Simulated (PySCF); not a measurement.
PySCF input for CNO, SMILES [N]=C=O (connectivity only; charge and spin as stated), charge -1, multiplicity 1, C-PCM-ωB97X/def2-SVPD. Geometry optimised at B3LYP-D3(BJ)/def2-TZVPD. The spin state was assumed, not searched. The isomer is the one that the SMILES or the coordinates give; other isomers of the formula were not compared.

```python
import numpy as np
from pyscf import gto, scf, dft
from pyscf.solvent import pcm

mol = gto.M(
    atom='''
    N     0.00000000    0.00000000   -1.25787411
    C     0.00000000    0.00000000   -0.07175215
    O     0.00000000    0.00000000    1.15445395
    ''',
    basis='def2-SVPD',
    charge=-1,
    spin=0,
    max_memory=1600,
    verbose=3,
)
mf = dft.RKS(mol, xc='wb97x').density_fit(auxbasis='def2-universal-jkfit')
mf.grids.level = 3
mf.conv_tol = 1e-9
mf.max_cycle = 100
mf.kernel()
res = {}
for name, eps in {'water': 78.355, '1-octanol': 9.8629, 'dimethylsulfoxide': 46.826}.items():
    s = mf.PCM()
    s.with_solvent.method, s.with_solvent.eps, s.with_solvent.lebedev_order = 'C-PCM', eps, 29
    s.kernel(mf.make_rdm1())
    res[name] = (s.e_tot, eps, s.dip_moment(), s.mo_energy, s.converged)
    print(f'{name}: electrostatic solvation free energy {(s.e_tot - mf.e_tot) * 627.509474:.3f} kcal/mol')
```

Output:

```
converged SCF energy = -167.965924006771

WARN: PCM is an experimental feature. It is still in testing.
Features and APIs may be changed in the future.

converged SCF energy = -168.072404822805

WARN: System has nonzero charge -1; the dipole moment is origin-dependent.
Location of origin: [0. 0. 0.]

Dipole moment(X, Y, Z, Debye):  0.00000,  0.00000,  1.83095
water: electrostatic solvation free energy -66.818 kcal/mol

WARN: PCM is an experimental feature. It is still in testing.
Features and APIs may be changed in the future.

converged SCF energy = -168.06280168147

WARN: System has nonzero charge -1; the dipole moment is origin-dependent.
Location of origin: [0. 0. 0.]

Dipole moment(X, Y, Z, Debye):  0.00000,  0.00000,  1.78642
1-octanol: electrostatic solvation free energy -60.792 kcal/mol

WARN: PCM is an experimental feature. It is still in testing.
Features and APIs may be changed in the future.

converged SCF energy = -168.071473267337

WARN: System has nonzero charge -1; the dipole moment is origin-dependent.
Location of origin: [0. 0. 0.]

Dipole moment(X, Y, Z, Debye):  0.00000,  0.00000,  1.82651
dimethylsulfoxide: electrostatic solvation free energy -66.233 kcal/mol
```

Self-consistency was reached.

Cost: about 8 core-seconds (a rough figure).
